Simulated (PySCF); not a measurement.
Computed spin Hamiltonian

Species: C4H8NOSi2 (doublet state).
Geometry (GFN2-xTB, Å), atoms numbered from 1 in this order:
```
atom  x, y, z in Å
C1     3.771   -1.291   -0.288
C2     2.647   -0.559   -0.356
C3     1.610    0.107   -0.408
Si4    0.088    1.124   -0.492
N5    -1.148    0.276    0.414
Si6   -2.833    0.756    0.740
C7    -0.993   -0.900    1.013
O8    -1.919   -1.407    1.618
H9     3.752   -2.303    0.076
H10    4.715   -0.878   -0.595
H11   -0.387    1.238   -1.875
H12    0.296    2.418    0.164
H13   -2.986    0.954    2.171
H14   -3.719   -0.197    0.093
H15   -2.894    2.050    0.048
H16   -0.007   -1.377    0.935
```

The hyperfine couplings belong to this conformer and change with its torsions.

As a line formula: `[CH2]C#C[SiH2]N([SiH3])C=O` [radical].

Level of theory: UKS B3LYP, pcH-1 on C H N O Si, non-relativistic, mean-field spin-orbit, GIAO (PySCF). Geometry: GFN2-xTB, one conformer, isolated molecule. GFN2-xTB frequencies show an imaginary mode (28i cm⁻¹), so this geometry is no minimum at that level. A GFN2-xTB geometry isn't a minimum of the functional, and hyperfine couplings can be far from their values at a DFT geometry. The SCF solution wasn't tested for stability.

- g1, g2, g3: 2.00225, 2.00281, 2.00318
- g_iso: 2.00275
- Form of g: rhombic: the two nearest values differ by 40 % of g3 − g1
- ⟨S²⟩: 0.7701 (exact 0.7500)
- HOMO–LUMO gap, α and β orbitals: 5.57, 4.05 eV
- Total energy: -866.19423 Eh
- Basis functions: 300

Hyperfine couplings atom by atom, in MHz; T1 to T3 are the principal values of the dipolar part:

| atom | isotope | a_iso | of which spin–orbit | T1 | T2 | T3 | Mulliken spin population |
| --- | --- | --- | --- | --- | --- | --- | --- |
| C1 | 13C | 60.7 | -0.1 | -58.2 | -57.2 | 115.4 | 0.75 |
| C2 | 13C | -61.0 | 0.0 | -22.5 | -1.3 | 23.7 | -0.28 |
| C3 | 13C | 43.9 | -0.1 | -45.5 | -34.9 | 80.5 | 0.58 |
| Si4 | 29Si | 26.9 | 0.0 | -1.5 | -0.5 | 1.9 | -0.02 |
| N5 | 14N | 0.1 | 0.0 | -0.2 | -0.1 | 0.3 | 0.00 |
| Si6 | 29Si | 0.5 | 0.0 | -0.1 | 0.1 | 0.1 | 0.00 |
| C7 | 13C | 0.2 | 0.0 | -0.4 | -0.3 | 0.7 | 0.00 |
| O8 | 17O | 0.0 | 0.0 | -0.2 | 0.0 | 0.3 | 0.00 |
| H9 | 1H | -51.3 | 0.0 | -26.8 | -1.1 | 27.9 | -0.03 |
| H10 | 1H | -51.2 | 0.0 | -26.8 | -1.0 | 27.9 | -0.03 |
| H11 | 1H | 36.3 | 0.0 | -2.2 | -1.0 | 3.2 | 0.02 |
| H12 | 1H | 23.5 | 0.0 | -2.0 | -1.4 | 3.4 | 0.01 |
| H13 | 1H | 0.2 | 0.0 | -0.3 | -0.3 | 0.7 | 0.00 |
| H14 | 1H | 0.3 | 0.0 | -0.3 | -0.3 | 0.7 | 0.00 |
| H15 | 1H | 0.0 | 0.0 | -0.4 | -0.4 | 0.9 | 0.00 |
| H16 | 1H | 0.2 | 0.0 | -2.2 | -1.9 | 4.1 | 0.00 |

The largest Mulliken spin populations are on C1 (+0.75), C3 (+0.58) and C2 (-0.28). The angles at C1 add up to 360.0°, so it is planar; its axial dipolar tensor and the negative couplings of its protons fit spin in a p orbital normal to that plane.

Axes: g3 points within 1° of the C1–C2 bond.

Under fast tumbling the dipolar parts average out, and these isotropic splittings remain: 1 × 1H (H9, I = 1/2, 2 lines) with 1.83 mT, 1 × 1H (H10, I = 1/2, 2 lines) with 1.83 mT and 2 × 1H (H11/H12, I = 1/2, 3 lines) with 1.07 mT.

Class means assume fast exchange of nuclei equivalent by connectivity; if that motion is slow, each nucleus keeps its own coupling. H9 and H10 aren't averaged: C1 is flat or nearly so (angle sum 360°), and its turn about the short C1–C2 bond (1.34 Å) is taken as slow. The 1H value of +29.9 MHz is a mean of couplings from 23.5 to 36.3 MHz in this one geometry, not an average over conformers.

The 29Si coupling of Si4 (26.9 MHz) shows only in satellite lines or after enrichment, since that isotope makes up about 4.7 % of natural silicon.

The 13C coupling of C2 (-61.0 MHz) shows only in satellite lines or after enrichment, since that isotope makes up about 1.07 % of natural carbon.

β density exceeds α density at some nuclei, such as C2 (-0.0543), Si4 (-0.0304) and H9 (-0.0115), spin density in bohr⁻³. In a single determinant that takes different orbitals for the two spins, that is spin polarisation.
